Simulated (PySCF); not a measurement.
Constitutional and geometric isomers with formula C2H4S3. All species are isolated molecules in the gas phase. One relaxed conformer stands for each flexible species; it need not be the lowest. Strings in code marks are SMILES.

Quantity: electronic energy of isomers of C2H4S3 relative to `S=C(S)CS`, in kcal/mol.

A: `S/C=C/SS`
B: `S/C=C\SS`
C: `SC=C(S)S`

Problem. Put the candidates in order of electronic energy of isomers of C2H4S3 relative to `S=C(S)CS`, lowest first, for ωB97X-D3(BJ)/def2-TZVP // PBE0-D3(BJ)/def2-TZVP (PySCF).

Solution. B (1.85 kcal/mol), A (2.84 kcal/mol), C (5.41 kcal/mol)
